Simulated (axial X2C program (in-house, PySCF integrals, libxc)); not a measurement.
**Working with the constants of InN**

A bond curve at the PBE0 level, with spin–orbit coupling, was computed with an in-house relativistic program for diatomic molecules (basis In dyall-cv3z [11s12p9d4f1g], N dyall-av3z [7s7p3d2f] (cores contracted in-house)) for the state Ω = 1 (⟨Sz⟩ = 1.00, ⟨Lz⟩ = 0.00 at PBE0). Its fit gives Re = 2.2099 Å, ωe = 444.9 cm⁻¹, ωexe = 2.62 cm⁻¹ and αe = 2.303e-03 cm⁻¹; the masses are 114.9039 and 14.0031 u. Two-component means X2C with spin–orbit coupling and atomic mean-field Coulomb and Gaunt terms.

(1) Find the reduced mass, Be and the force constant.

(2) A Morse curve ties αe to the other constants (Pekeris). How well does that hold?

(3) Estimate the centrifugal constant by the Kratzer relation.

(4) The dipole moment p changes by 4.60 D/Å at Re. What harmonic infrared intensity follows?

(5) Where do the fundamental and the first overtone lie?

The state is a single determinant with fixed occupations, the lowest that a limited PBE0 search found. Density functionals use the spin component along the axis (collinear). PBE0 can misorder states that lie within some tenths of an eV, so this need not be the ground state of the molecule. The nearest other 2c determinant of the search, Ω = 2, lies 0.43 eV up at the distance of the search. With several unpaired electrons one determinant need not be a pure state. Open-shell Ω = 0 determinants with evenly filled partner blocks cannot be reached by this program, so the Ω shown need not be the lowest component. This is the Ω = 1 component of a π² triplet; the 0⁺ component is not one determinant and can lie lowest.

## Answers

(1) From the PBE0 values: μ = 12.4820 u. Be = 16.8576/(μ Re²) = 0.2765 cm⁻¹. k = 5.8918×10⁻⁷ μ ωe² = 1.46 mdyn/Å.

(2) αe(Morse) = 6Be²/ωe × (√(ωexe/Be) − 1) = 2.143e-03 cm⁻¹; the PBE0 curve gives 2.303e-03 cm⁻¹, a ratio of 0.93.

(3) D = 4Be³/ωe² = 4.27e-07 cm⁻¹.

(4) I = 42.256 × (dp/dR)²/μ = 72 km/mol.

(5) ν(1←0) = ωe − 2ωexe = 439.7 cm⁻¹; ν(2←0) = 2ωe − 6ωexe = 874.1 cm⁻¹.
